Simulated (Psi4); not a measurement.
C$_{2}$H$_{6}$Cl$_{2}$Si, singlet, geometry from GFN2-xTB; MP2/STO-3G (Psi4).

The Psi4 input:
```
memory 2 GB

molecule {
0 1
  C     1.39412504   -1.53470091   -0.23312337
  Si   -0.02280346   -0.29923318    0.05226009
  C    -1.59822436   -1.14354604    0.70087042
  Cl    0.58008648    1.10144890    1.39720879
  Cl   -0.44748036    0.63864468   -1.70111043
  H     1.11693539   -2.29088516   -0.96147875
  H     2.28529446   -1.03451143   -0.60339701
  H     1.66362802   -2.04466112    0.68690871
  H    -2.39633076   -0.42253728    0.85786579
  H    -1.96333966   -1.88823681   -0.00004098
  H    -1.41664703   -1.64201277    1.64834648
}

set basis sto-3g

energy('mp2')
print_variables()
```

The log (banner, timings and long lists left out):

```
    SCF Algorithm Type (re)set to DF.

   => Loading Basis Set <=

    Name: STO-3G
    Role: ORBITAL
    Keyword: BASIS

         ---------------------------------------------------------
                                   SCF
               by Justin Turney, Rob Parrish, Andy Simmonett
                          and Daniel G. A. Smith
                              RHF Reference
         ---------------------------------------------------------

  ==> Geometry <==

    Molecular point group: c1
    Full point group: C1

    Geometry (in Angstrom), charge = 0, multiplicity = 1:

       Center              X                  Y                   Z               Mass
    ------------   -----------------  -----------------  -----------------  -----------------
         C            1.387608221849    -1.620216356513    -0.218188376555    12.000000000000
         SI          -0.029320278151    -0.384748626513     0.067195083445    27.976926534650
         C           -1.604741178151    -1.229061486513     0.715805413445    12.000000000000
         CL           0.573569661849     1.015933453487     1.412143783445    34.968852682000
         CL          -0.453997178151     0.553129233487    -1.686175436555    34.968852682000
         H            1.110418571849    -2.376400606513    -0.946543756555     1.007825032230
         H            2.278777641849    -1.120026876513    -0.588462016555     1.007825032230
         H            1.657111201849    -2.130176566513     0.701843703445     1.007825032230
         H           -2.402847578151    -0.508052726513     0.872800783445     1.007825032230
         H           -1.969856478151    -1.973752256513     0.014894013445     1.007825032230
         H           -1.423163848151    -1.727528216513     1.663281473445     1.007825032230

  Running in c1 symmetry.

  Rotational constants: A =      0.08379  B =      0.06108  C =      0.05412 [cm^-1]
  Rotational constants: A =   2511.85198  B =   1831.12183  C =   1622.37988 [MHz]
  Nuclear repulsion =  363.832849800016390

  Charge       = 0
  Multiplicity = 1
  Electrons    = 66
  Nalpha       = 33
  Nbeta        = 33

  ==> Algorithm <==

  SCF Algorithm Type is DF.
  DIIS enabled.
  MOM disabled.
  Fractional occupation disabled.
  Guess Type is SAD.
  Energy threshold   = 1.00e-08
  Density threshold  = 1.00e-08
  Integral threshold = 1.00e-12

  ==> Primary Basis <==

  Basis Set: STO-3G
    Blend: STO-3G
    Number of shells: 27
    Number of basis functions: 43
    Number of Cartesian functions: 43
    Spherical Harmonics?: true
    Max angular momentum: 1

   => Loading Basis Set <=

    Name: (STO-3G AUX)
    Role: JKFIT
    Keyword: DF_BASIS_SCF

  ==> Integral Setup <==

  SCF_SUBTYPE=INCORE selected. In-core MEM_DF algorithm will be used.
  Using in-core AOs.

  ==> MemDFJK: Density-Fitted J/K Matrices <==

    J tasked:                   Yes
    K tasked:                   Yes
    wK tasked:                   No
    Algorithm:                 Core
    Schwarz Cutoff:           1E-12
    Mask sparsity (%):       6.2737
    Fitting Condition:        1E-10

   => Auxiliary Basis Set <=

  Basis Set: (STO-3G AUX)
    Blend: DEF2-UNIVERSAL-JKFIT
    Number of shells: 200
    Number of basis functions: 642
    Number of Cartesian functions: 763
    Spherical Harmonics?: true
    Max angular momentum: 4

  Minimum eigenvalue in the overlap matrix is 2.2894359923E-01.
  Reciprocal condition number of the overlap matrix is 9.8359779247E-02.
    Using symmetric orthogonalization.

  ==> Pre-Iterations <==

  SCF Guess: Superposition of Atomic Densities via on-the-fly atomic UHF (no occupation information).

   -------------------------
    Irrep   Nso     Nmo
   -------------------------
     A         43      43
   -------------------------
    Total      43      43
   -------------------------

  ==> Iterations <==

                           Total Energy        Delta E     RMS |[F,P]|

[...]
  Energy and wave function converged.

  ==> Post-Iterations <==

    Orbital Energies [Eh]
    ---------------------

    Doubly Occupied:

[...]
    Virtual:

[...]
      43A      0.739750

    Final Occupation by Irrep:
              A
    DOCC [    33 ]
    NA   [    33 ]
    NB   [    33 ]

  @DF-RHF Final Energy: -1273.22810828517868

   => Energetics <=

    Nuclear Repulsion Energy =            363.8328498000163904
    One-Electron Energy =               -2487.6201904423542146
    Two-Electron Energy =                 850.5592323571589759
    Total Energy =                      -1273.2281082851786778

Computation Completed

Properties will be evaluated at   0.000000,   0.000000,   0.000000 [a0]

Properties computed using the SCF density matrix

 Multipole Moments:

 ------------------------------------------------------------------------------------
     Multipole            Electronic (a.u.)      Nuclear  (a.u.)        Total (a.u.)
 ------------------------------------------------------------------------------------

 L = 1.  Multiply by 2.5417464519 to convert [e a0] to [Debye]
 Dipole X            :          0.7117220           -0.8127899           -0.1010679
 Dipole Y            :          9.3394109          -10.6656509           -1.3262401
 Dipole Z            :         -1.6310975            1.8627210            0.2316235
 Magnitude           :                                                    1.3501025

 ------------------------------------------------------------------------------------

  //>>>>>>>>>>>>>>>>>>>>>>>>>>>>>>>>>>>//
  //               DFMP2               //
  //<<<<<<<<<<<<<<<<<<<<<<<<<<<<<<<<<<<//

   => Loading Basis Set <=

    Name: (STO-3G AUX)
    Role: RIFIT
    Keyword: DF_BASIS_MP2

	 --------------------------------------------------------
	                          DF-MP2
	      2nd-Order Density-Fitted Moller-Plesset Theory

	        Rob Parrish, Justin Turney, Andy Simmonett,
	           Ed Hohenstein, and C. David Sherrill
	 --------------------------------------------------------

   => Auxiliary Basis Set <=

  Basis Set: (STO-3G AUX)
    Blend: DEF2-SVP-RI
    Number of shells: 128
    Number of basis functions: 366
    Number of Cartesian functions: 419
    Spherical Harmonics?: true
    Max angular momentum: 3

	 --------------------------------------------------------
	                 NBF =    43, NAUX =   366
	 --------------------------------------------------------
	   CLASS    FOCC     OCC    AOCC    AVIR     VIR    FVIR
	   PAIRS       0      33      33      10      10       0
	 --------------------------------------------------------

	-----------------------------------------------------------
	 ==================> DF-MP2 Energies <====================
	-----------------------------------------------------------
	 Reference Energy          =   -1273.2281082851786778 [Eh]
	 Singles Energy            =      -0.0000000000000000 [Eh]
	 Same-Spin Energy          =      -0.0173398257496228 [Eh]
	 Opposite-Spin Energy      =      -0.1344799722876887 [Eh]
	 Correlation Energy        =      -0.1518197980373115 [Eh]
	 Total Energy              =   -1273.3799280832161003 [Eh]
	-----------------------------------------------------------
	 ================> DF-SCS-MP2 Energies <==================
	-----------------------------------------------------------
	 SCS Same-Spin Scale       =       0.3333333333333333 [-]
	 SCS Opposite-Spin Scale   =       1.2000000000000000 [-]
	 SCS Same-Spin Energy      =      -0.0057799419165409 [Eh]
	 SCS Opposite-Spin Energy  =      -0.1613759667452264 [Eh]
	 SCS Correlation Energy    =      -0.1671559086617674 [Eh]
	 SCS Total Energy          =   -1273.3952641938403758 [Eh]
	-----------------------------------------------------------

  Variable Map:
  ----------------------------------------------------------------------------
[...]
  Array Variable Map:
  ----------------------------------------------------------------------------
[...]
[...]
```
